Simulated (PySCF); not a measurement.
Species: Sn(CN)4, C4N4Sn.
Bonds: Sn1–C2, Sn1–C4, Sn1–C6, Sn1–C8, C2–N3, C4–N5, C6–N7, C8–N9.

Method: PBE0-D3(BJ)/def2-SVP geometry optimisation, gas phase, def2 core potentials past Kr (PySCF).

Question: List the bond lengths and angles at this level.

Answer: 
```tsv
bond	length (pm)
Sn1–C2 and 3 like bonds	208.4
C2–N3 and 3 like bonds	115.9
```

Bonds in one row agree within 1 pm and their mean is given. A selection of angles:
```tsv
angle	degrees
C2–Sn1–C4	109.2
Sn1–C2–N3	179.6
```

All 4 C–N bonds measure 1.159 Å. All 4 C–Sn bonds measure 2.083 to 2.084 Å. Sn1 (tin bonded to 4 C) is tetrahedral (angles from 109.2° to 109.9°).

Point group: Td (tolerance 0.08 Å). Whether it is a minimum is left open (no frequencies).

On one thread of an Arm Neoverse V1, shared host with 32 logical CPUs at a one-minute load of 23, this took 1.7 min of wall time and 0.52 GiB of memory at its peak. This is the geometry optimisation.
